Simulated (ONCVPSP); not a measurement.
What one change does to a pseudopotential (Mo (Z = 42), ONCV)

```json
{
  "Element": "molybdenum (Mo)",
  "Generator": "ONCVPSP 4.0.1",
  "Type": "optimised norm-conserving Vanderbilt (ONCV)",
  "Functional": "PBE",
  "Relativity": "scalar-relativistic",
  "Frozen core": "[Ar] 3d10",
  "Valence charge": "14",
  "Reference configuration": "4s2 4p6 4d3 (charge +3)",
  "Partial waves": "4s: rc 1.65 bohr, ncon 3, nbas 6, qcut 6.1 1/bohr, local; 4p: rc 2.05 bohr, ncon 4, nbas 8, qcut 7.3 1/bohr, 2 projectors, debl 1.6 Ha; 4d: rc 1.70 bohr, ncon 4, nbas 8, qcut 5.6 1/bohr, 2 projectors, debl 3.8 Ha",
  "Local potential": "the s channel",
  "Core correction": "Teter function, fcfact 2.25, rcfact 1.5"
}
```

In the p channel the program set the typed energies aside and used -2.573, 0.050 Ha.

Change: d: qcut 3.3.

Cutoffs: the cutoffs (Ha) at which the residual kinetic energy of the hardest occupied pseudo-wave falls to 1 and 0.1 mHa per electron; they do not see the model core or the augmentation charge, which bear on the density cutoff. Errors are all-electron minus pseudo energies relative to the spin-unpolarised reference configuration.

Question: What does the change do?

Answer: The potential gets harder (26 Ha and 74 Ha → 78 Ha and 90 Ha); of the 3 tests that both files solve, the error grows in 3 and shrinks in 0 by more than 15 % and 0.3 meV (median size 13.7 → 21.8 meV); neither file shows a bound ghost.

| quantity | base | changed |
| --- | --- | --- |
| cutoff, loose | 26 Ha | 78 Ha |
| cutoff, tight | 74 Ha | 90 Ha |
| loose cutoff by channel | s 15 Ha, p 13 Ha, d 26 Ha | s 15 Ha, p 13 Ha, d 78 Ha |
| bound ghosts | none | none |
| GHOST(+) flags under 300 eV | none | none |
| tests with a reliable result | 3 of 4 | 3 of 4 |
| error for 4s2 4p6 4d5, meV [ΔE -42.21 eV] | +14 | +23 |
| error for 4s2 4p6 4d4, meV [ΔE -26.74 eV] | +7.4 | +13 |
| error for 4s2 4p6 4d5 5p1, meV [ΔE -45.96 eV] | +14 | +22 |
| s: phases at 1.68 bohr within 0.05 rad from the reference energy up to (Ha; the scan ends near 5) | -2.3 | -2.3 |
| p: phases at 2.08 bohr within 0.05 rad from the reference energy up to (Ha; the scan ends near 5) | 4.8 | 4.8 |
| d: phases at 1.73 bohr within 0.05 rad from the reference energy up to (Ha; the scan ends near 5) | to the end of the scan | to the end of the scan |
| rms error of d²Exc/dni dnj with the model core, mHa | 1.48 | 1.60 |
